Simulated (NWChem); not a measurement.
A series in which one site is exchanged, each optimised at PBE0/def2-SVP with NWChem, gas phase unless a solvent is named. All stand in one matching conformer (torsions within 35°), which need not be the lowest. For some, no frequency run checked for a minimum. def2 effective core potentials on Sr, Cd, Te; no spin-orbit coupling.

A: [OH][Sr][SH] (SrH$_{2}$SO; site = Sr)
B: [Cd]([OH])[SH] (CdH2SO; site = Cd)
C: [Te](O)S (H2TeSO; site = Te)

| quantity | A | B | C |
|---|---|---|---|
| orbital gap (eV), PBE0/def2-SVP | 4.04 | 5.91 | ___ |
| vertical ionisation energy, ΔSCF, PBE/def2-SVP (eV) | 7.82 | 9.15 | ___ |
| vertical ionisation energy, ΔSCF, CAM-B3LYP/def2-SVP (eV) | 8.13 | 9.57 | ___ |
| static polarisability, CAM-B3LYP/def2-SVPD (bohr³) | 63.1 | 57.1 | ___ |

### Question
What belongs in the gaps?

### Answer

- orbital gap (eV), PBE0/def2-SVP, C: 5.00
- vertical ionisation energy, ΔSCF, PBE/def2-SVP (eV), C: 8.46
- vertical ionisation energy, ΔSCF, CAM-B3LYP/def2-SVP (eV), C: 8.75
- static polarisability, CAM-B3LYP/def2-SVPD (bohr³), C: 68.4
